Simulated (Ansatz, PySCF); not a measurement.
Species: ICl₂, charge -1, multiplicity 1. It need not be the lowest isomer of its formula. 
Geometry from a B3LYP-D3(BJ)/def2-TZVP (Ansatz, a first-principles code) optimisation:
```xyz
3

Cl     0.0000     0.0000    -2.6054
I      0.0000     0.0000     0.0000
Cl     0.0000     0.0000     2.6054
```
Charge -1, spin multiplicity 1.

Total electronic energies in hartree. Valence correlation only, unless marked. No spin-orbit coupling. Frozen are the shells of the preceding noble gas and the d and f shells that filled before the atom's block. In def2 rows, elements after Kr have scalar-relativistic effective core potentials. STO-3G rows are all-electron and non-relativistic. CBS(X,Y): correlation extrapolated as X^-3; Hartree-Fock from the larger set. [CCSD(T)-MP2]/basis is that difference in the basis named.

```csv
level,program,energy (Eh)
HF/def2-SVPD,Ansatz,-1215.47645
HF/def2-TZVPD,PySCF,-1215.78121
revPBE-D4/def2-TZVPD,Ansatz + dftd4,-1218.15566
TPSS-D4/def2-TZVPD,PySCF + dftd4,-1218.21026
r2SCAN/def2-TZVPD,Ansatz,-1218.32623
r2SCAN-D3(BJ)/def2-TZVPD,Ansatz + dftd3,-1218.32700
PBE0/def2-QZVPP,Ansatz,(withheld)
RPA@PBE/def2-QZVPP,Ansatz,-1216.78050
MP2/def2-SVP,Ansatz,-1215.80950
CCSD/def2-SVP,Ansatz,-1215.84185
CCSD/def2-SVPD,Ansatz,-1215.92365
CCSD(T)/STO-3G,Ansatz,-7759.84651
CCSD(T)/def2-SVP,Ansatz,-1215.85033
CCSD(T)/def2-TZVPPD,Ansatz,-1216.39700
"RI-MP2/CBS(def2-TZVPPD,def2-QZVPPD)+[CCSD(T)-MP2]/def2-TZVPPD",Ansatz,-1216.5272
```

Question: Complete the blanks.

Answer: 
- PBE0/def2-QZVPP, energy (Eh): -1218.00573
